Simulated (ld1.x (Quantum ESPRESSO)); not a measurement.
Before and after: TM potential for tin (Sn)

```
Element                 : tin (Sn)
Generator               : ld1.x (Quantum ESPRESSO) 7.5
Type                    : norm-conserving Troullier–Martins (Kleinman–Bylander form)
Functional              : PBE
Relativity              : scalar-relativistic
Frozen core             : [Kr]
Valence charge          : 14
Reference configuration : 4d10 5s1 5p0 (charge +3)
Partial waves           : 5s (bound): rc 1.50 bohr; 5p (bound, empty): rc 1.75 bohr; 4f channel at -0.15 Ry: rc 1.75 bohr; 4d (bound): rc 0.90 bohr
Local potential         : the d channel
Core correction         : Bessel-smoothed model core inside 0.70 bohr
```

All-electron outer shells of the reference configuration (PBE, scalar-relativistic, ld1.x):

```csv
shell,level (eV),outermost node (bohr),outermost maximum (bohr)
4p,-119.19,0.41,0.79
4d,-55.06,0.39,0.88
5s,-35.96,0.98,1.89
5p,-26.80,1.07,2.20
```

Change: wave 4d (bound): rc 0.90 bohr becomes 4d (bound): rc 1.12 bohr.

Cutoffs: the cutoffs (Ry, on a coarse ladder) from which the occupation-weighted sum of valence levels, in a spherical-Bessel basis at the reference potential, stays within 10 and 1 mRy of its value at 400 Ry; they do not see the model core or the augmentation charge, which bear on the density cutoff. Errors are all-electron minus pseudo energies relative to the spin-unpolarised reference configuration.

Q: How do hardness, ghosts and transferability respond?

A: The potential gets softer (160 Ry and 300 Ry → 100 Ry and 160 Ry); both files keep a bound ghost (p, s); of the 7 tests that both files solve, the error grows in 0 and shrinks in 4 by more than 15 % and 0.3 meV (median size 16.2 → 4.7 meV); the range in which the s phases agree widens (upper end -0.3 → 1.0); the range in which the p phases agree widens (upper end 3.1 → 4.9). A larger radius leaves more room for a smooth pseudo-wave, so fewer plane waves are needed. That the errors move this way runs against the usual rule that smaller radii transfer better.

| quantity | base | changed |
| --- | --- | --- |
| cutoff, loose | 160 Ry | 100 Ry |
| cutoff, tight | 300 Ry | 160 Ry |
| loose cutoff by channel (10 mRy a level) | s 35 Ry, d 100 Ry | s 35 Ry, d 80 Ry |
| bound ghosts | s, p | s, p |
| error for 4d10 5s2 5p2, meV [ΔE -51.80 eV] | +17 | +2.2 |
| error for 4d10 5s2 5p1, meV [ΔE -44.92 eV] | +13 | +4.7 |
| error for 4d10 5s2 5p0, meV [ΔE -30.97 eV] | +6.2 | +3.9 |
| error for 4d10 5s0 5p4, meV [ΔE -37.61 eV] | +5.0 | -5.1 |
| error for 4d10 5s2 5p2.3, meV [ΔE -52.65 eV] | +18 | +1.4 |
| error for 4d10 5s0 5p0, meV [ΔE 41.13 eV] | -16 | -16 |
| error for 4d9 5s2 5p2, meV [ΔE -19.11 eV] | -252 | -259 |
| s: phases at 1.91 bohr within 0.05 rad from the reference energy up to (Ry; the scan ends near 5) | -0.3 | 1.0 |
| p: phases at 1.91 bohr within 0.05 rad from the reference energy up to (Ry; the scan ends near 5) | 3.1 | 4.9 |
| d: phases at 1.91 bohr within 0.05 rad from the reference energy up to (Ry; the scan ends near 5) | to the end of the scan | to the end of the scan |
| f: phases at 1.91 bohr within 0.05 rad from the reference energy up to (Ry; the scan ends near 5) | 3.8 | 3.8 |

 A true bound ghost makes a file unfit for plane-wave use even where its test errors are small: the radial tests pick states by their node count and pass the ghost by.
